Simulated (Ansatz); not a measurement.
aminoborane (H₄BN), singlet, geometry from GFN2-xTB; Ansatz (an electronic-structure program) with PBE/6-311G**.

Input for Ansatz:
Ansatz 0.2 input:
```yaml
crystal:
  periodic: [false, false, false]
  atoms:
    - {symbol: B, position_ang: [-0.77307193, 0.03810398, -0.00610888]}
    - {symbol: N, position_ang: [0.60276472, -0.02970970, 0.00476310]}
    - {symbol: H, position_ang: [-1.38946287, -0.95786383, -0.02622734]}
    - {symbol: H, position_ang: [-1.28877919, 1.08987185, 0.00506365]}
    - {symbol: H, position_ang: [1.20319210, 0.77796860, 0.02194645]}
    - {symbol: H, position_ang: [1.12105659, -0.89252861, -0.00358004]}
basis:
  gaussian:
    orbitals: 6-311G__.json
hamiltonian:
  xc: pbe
```
The basis file holds 6-311G** in the JSON format of the Basis Set Exchange.

Task: What does Ansatz print? Leave out banner, timings and long lists.

Result: 
```
Functional definition: PBE
512 factors; their error is unknown
mean field evaluation 1: about -2222.3302 eV, gradient 6.1e1 eV
mean field evaluation 2: about -2203.5796 eV, gradient 1.0e2 eV
mean field evaluation 4: about -2229.5759 eV, gradient 6.3e0 eV
mean field evaluation 8: about -2229.6713 eV, gradient 1.6e-2 eV
mean field -2229.67133966 eV, -81.9389104069 hartree, gradient 3.5e-5 eV, S^2 0.000000; 0 other end points of the search recorded, 0 dependent functions left out
reference -2229.67137193 eV, -81.9389115931 hartree; 8, 8 occupied and 52, 52 virtual orbitals, 512 factors
Total energy: -2229.67137193 eV, -81.9389115931 hartree
```
